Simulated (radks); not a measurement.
Fractional charge and spin in the 5d shell of gold: the spin-up occupation runs from 4 to 5 and the spin-down occupation from 4 to 5; the fullest corner is Au, [Xe] 4f14 6s(up 0.5, down 0.5) 5d(up 5, down 5). Method: scalar-relativistic Kohn-Sham, LDA (Slater exchange, Perdew-Wang correlation), spin-polarised, spherical densities, point nucleus; computed with a radial shooting solver on a logarithmic mesh with Libxc functionals. Energy (eV) minus the two flat planes that join the four corners (they meet along the diagonal where the two added fractions sum to one electron); zero is where a piecewise linear energy would lie.

down \ up       4     4.5       5
4           0.000  -1.511   0.000
4.5        -1.511   0.141  -1.317
5           0.000  -1.317   0.000

Corners above the fullest one (they belong to Au+ and the next ion): (up 5, down 4) 12.233 eV, (up 4, down 5) 12.233 eV, (up 4, down 4) 36.369 eV. With half an added electron in each spin the energy lies 0.141 eV from the planes, and with half an added electron in spin up alone -1.511 eV. The planes are only a guide here: the flat-plane condition holds for ground states with one frontier orbital, while this shell lies below other occupied shells, so the corners above the fullest one are inner-hole states and not the ground states of those ions.
